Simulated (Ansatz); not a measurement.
Reaction (formal exchange of groups at the Si–Te bond): `N[Si](O)(O)[TeH]` + `C=CCF` → `C=C[Si](N)(O)O` + `FC[TeH]`

Program: Ansatz. Geometries: PBE0-D4/def2-TZVP. ΔE: electronic, gas phase. CCSD(T)/CBS is the MP2 limit (def2-TZVPP, def2-QZVPP) plus CCSD(T) − MP2 in def2-TZVPP, frozen cores. This one scheme is used for every species. Functionals use def2-TZVPP. def2 core potentials past Kr. For Te outer-core shells are correlated without core-valence functions, which leaves a few kJ/mol of doubt a bond. Each species was taken in one conformer, which may not be the lowest.

```tsv
level	ΔE (eV)
PBE0-D4	0.87
PBE	0.82
PBE0	0.87
HF/def2-TZVPP	0.87
CCSD/def2-TZVPP	0.78
HF/def2-QZVPP	0.86
HF/CBS(def2)	0.86
CCSD/CBS(def2)	0.81
```

Problem. What does CCSD(T)/CBS give? (An estimate is asked.)

Solution. Computed: +0.79 eV. The listed levels differ from it by 0.08, 0.03, 0.08, 0.08, -0.01, 0.07, 0.07, 0.02 eV.

Largest T1 diagnostic among the species: 0.011.

From PBE to PBE0 (25 % exact exchange), in def2-TZVPP and without D4, ΔE moves by +0.05 eV. In def2-TZVPP, CCSD(T) changes the Hartree–Fock value by −0.11 eV (the triples alone add −0.02 eV) and MP2 by −0.05 eV.
